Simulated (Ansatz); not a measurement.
Input (CCSDT(Q)/cc-pV(D+d)Z; Ansatz, an electronic-structure program): A basis named .json is the Basis Set Exchange file of that set.

Ansatz 0.2 input:
```yaml
crystal:
  periodic: [false, false, false]
  atoms:
    - {symbol: Si, position_ang: [0.31643663, 0.56030113, -0.53975020]}
    - {symbol: Cl, position_ang: [1.44273824, -0.22546014, 1.01666665]}
    - {symbol: Si, position_ang: [-1.83066518, -0.33611219, -0.40465909]}
    - {symbol: H, position_ang: [0.27200271, 2.03048301, -0.38418829]}
    - {symbol: H, position_ang: [1.02671792, 0.23108220, -1.79769466]}
    - {symbol: H, position_ang: [-2.76898819, 0.25037185, -1.39650509]}
    - {symbol: H, position_ang: [-1.85708302, -1.81775999, -0.48321519]}
basis:
  gaussian:
    orbitals: cc-pV_D+d_Z.json
magnetization: {spin_polarized: true, initial_magnetization: 1}
correlation: {method: ccsdt_q, electrons: outside_noble_gas}
```

Output:

```
Functional definition: HF
integrals: 0.23 GiB planned
1730 factors; integrals over basis functions are off by at most 2.4e-7 eV
mean field: 0.66 GiB planned
mean field evaluation 1: about -28290.6829 eV, gradient 1.1e1 eV
mean field evaluation 2: about -28290.7067 eV, gradient 1.1e1 eV
mean field evaluation 4: about -28292.0634 eV, gradient 1.7e0 eV
mean field evaluation 8: about -28292.1056 eV, gradient 1.8e-1 eV
mean field evaluation 16: about -28290.6830 eV, gradient 1.1e1 eV
mean field -28292.10674979 eV, -1039.7157459762 hartree, gradient 2.9e-6 eV, S^2 0.757983; 0 other end points of the search recorded, 0 dependent functions left out
15 core orbitals not correlated
reference -28292.10674979 eV, -1039.7157459762 hartree; 10, 9 occupied and 64, 65 virtual orbitals, 1730 factors
second order -8.67987708 eV of doubles, -0.00000000 eV of singles
coupled cluster: 8.56 GiB planned
cycle   1  -9.73894985 eV  change    -1.1e0 eV  update   8.9e-2
cycle   2  -10.30120621 eV  change   -5.6e-1 eV  update   3.7e-2
cycle   3  -10.42806494 eV  change   -1.3e-1 eV  update   1.8e-2
cycle   4  -10.42057770 eV  change    7.5e-3 eV  update   6.1e-3
cycle   5  -10.42206082 eV  change   -1.5e-3 eV  update   2.8e-3
cycle   6  -10.42216847 eV  change   -1.1e-4 eV  update   1.3e-3
cycle   7  -10.42156090 eV  change    6.1e-4 eV  update   7.0e-4
cycle   8  -10.42185589 eV  change   -2.9e-4 eV  update   3.3e-4
cycle   9  -10.42212971 eV  change   -2.7e-4 eV  update   1.6e-4
cycle  10  -10.42202960 eV  change    1.0e-4 eV  update   7.7e-5
cycle  11  -10.42200231 eV  change    2.7e-5 eV  update   4.2e-5
cycle  12  -10.42200566 eV  change   -3.4e-6 eV  update   2.1e-5
cycle  13  -10.42201951 eV  change   -1.4e-5 eV  update   1.0e-5
cycle  14  -10.42203374 eV  change   -1.4e-5 eV  update   5.0e-6
cycle  15  -10.42203856 eV  change   -4.8e-6 eV  update   2.2e-6
cycle  16  -10.42203815 eV  change    4.1e-7 eV  update   1.1e-6
perturbative correction -0.01633537 eV, -0.0006003138 hartree
Total energy: -28302.54512331 eV, -1040.0993491276 hartree
```
